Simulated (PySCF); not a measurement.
**Zinc: highly charged ions in a basis for the neutral atom**

Zn(8+) [Ar] 3d4, Zn(9+) [Ar] 3d3. Calculation: PySCF 2.14, in cc-pVDZ-PP with ECP10MDF; scalar relativity through the core potential. No spin-orbit coupling, so a gap to NIST mixes the basis error with missing relativistic terms.

Changed run: basis of the neutral atom used for a highly charged ion. This setting is unsound on purpose.

```tsv
species	method	sound run (hartree)	changed run (hartree)	converged
Zn(8+)	UHF	not run	-203.30277	yes
Zn(8+)	M06-L	not run	-203.95604	yes
Zn(8+)	BP86	not run	-203.91470	yes
Zn(9+)	UHF	not run	-195.76775	yes
Zn(9+)	M06-L	not run	-196.41996	yes
Zn(9+)	BP86	not run	-196.34054	yes
```

Ionisation energy of Zn(8+):

| method | changed run (eV) | NIST (eV) |
| --- | --- | --- |
| UHF | 205.04 | 203 ± 2 |
| M06-L | 205.07 | 203 ± 2 |
| BP86 | 206.10 | 203 ± 2 |

The contracted functions were made for the neutral atom and can be too rigid for a highly charged ion.
